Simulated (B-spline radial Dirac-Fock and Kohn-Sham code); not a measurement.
# Magnetic form factor of the 4f shell of Pm

System: atomic promethium, [Xe] 4f7 (an excited configuration).

Model: configuration-average Dirac-Fock orbitals. Program: a radial B-spline solver. ⟨j_K⟩ is the integral of the 4f radial density with the spherical Bessel function j_K(4πsr), s = sin θ/λ.

Hund's rules give S = 7/2, L = 0, J = 7/2 for 4f7, so g = 2.000, and the dipole approximation is F = ⟨j0⟩ + C₂⟨j2⟩ with C₂ = (2 − g)/g = 0.000.

```
s (Å⁻¹)     ⟨j0⟩    ⟨j2⟩    ⟨j4⟩    ⟨j6⟩  F (dipole)
      0   1.0000  0.0000  0.0000  0.0000      1.0000
   0.05   0.8655  0.0384  0.0085  0.0019      0.8655
    0.1   0.7548  0.0548  0.0135  0.0072      0.7548
   0.15   0.6509  0.0788  0.0147  0.0073      0.6509
    0.2   0.5491  0.1026  0.0191  0.0074      0.5491
   0.25   0.4543  0.1221  0.0253  0.0085      0.4543
    0.3   0.3695  0.1362  0.0323  0.0104      0.3695
   0.35   0.2956  0.1449  0.0394  0.0129      0.2956
    0.4   0.2328  0.1488  0.0462  0.0156      0.2328
   0.45   0.1802  0.1487  0.0524  0.0186      0.1802
    0.5   0.1368  0.1455  0.0577  0.0217      0.1368
    0.6   0.0733  0.1325  0.0653  0.0276      0.0733
    0.7   0.0334  0.1150  0.0691  0.0328      0.0334
    0.8   0.0096  0.0964  0.0696  0.0369      0.0096
    0.9  -0.0037  0.0787  0.0674  0.0397     -0.0037
      1  -0.0102  0.0629  0.0636  0.0413     -0.0102
    1.1  -0.0128  0.0494  0.0586  0.0418     -0.0128
    1.2  -0.0130  0.0382  0.0531  0.0414     -0.0130
    1.4  -0.0105  0.0220  0.0418  0.0386     -0.0105
    1.6  -0.0072  0.0120  0.0317  0.0342     -0.0072
```

Radial moments of the shell: ⟨r²⟩ = 14.87, ⟨r⁴⟩ = 2694, ⟨r⁶⟩ = 905100 in powers of bohr.

Values without a named source are computed, but for edge energies of neutral atoms, which are taken from tables.
